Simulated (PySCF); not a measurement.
**Basis-set dependence of excited states**

C7H8.
InChI=1S/C7H8/c1-7-5-3-2-4-6-7/h2-6H,1H3

TDDFT with PBE0 (PySCF), vertical singlets, core orbitals frozen in the response, spherical d and f functions. Geometry: PBE0-D3(BJ)/def2-SVP; no solvent, vibrations or thermal averaging.

Question: How do the low singlets change with the basis? Take 6-31G*, def2-SVP, 6-31+G*, def2-SVPD, aug-cc-pVDZ and def2-TZVP.

Answer: 

| basis | functions | diffuse | S1 (eV) | S2 (eV) | S3 (eV) | S4 (eV) | S5 (eV) | LUMO (eV) | α (au) |
| --- | --- | --- | --- | --- | --- | --- | --- | --- | --- |
| 6-31G* | 114 | no | 5.53 | 6.25 | 7.25 | 7.27 | 7.84 | 0.25 | 66.8 |
| def2-SVP | 138 | no | 5.47 | 6.18 | 7.16 | 7.18 | 7.66 | -0.06 | 70.6 |
| 6-31+G* | 142 | yes | 5.39 | 6.02 | 6.30 | 6.54 | 6.76 | -0.18 | 77.8 |
| def2-SVPD | 204 | yes | 5.38 | 6.05 | 6.75 | 6.94 | 6.98 | -0.24 | 80.6 |
| aug-cc-pVDZ | 233 | yes | 5.33 | 5.96 | 6.00 | 6.26 | 6.39 | -0.27 | 82.9 |
| def2-TZVP | 265 | no | 5.37 | 6.02 | 6.92 | 6.96 | 7.25 | -0.20 | 78.9 |

States are compared by their number. Against the largest diffuse basis here (aug-cc-pVDZ, itself not a converged limit), sets without diffuse functions differ by up to 0.19 eV in S1 and 1.44 eV in S5; the smaller diffuse sets differ by up to 0.06 and 0.59 eV. State by state, the largest deviation of a set without diffuse functions is S1 0.19, S2 0.30, S3 1.25, S4 1.01, S5 1.44 eV. The same number needn't mean the same state in each row. Against aug-cc-pVDZ the polarisability deviates by -19% in 6-31G*, -15% in def2-SVP, -6% in 6-31+G*, -3% in def2-SVPD, -5% in def2-TZVP. A single + in a Pople set puts diffuse functions on heavy atoms only.
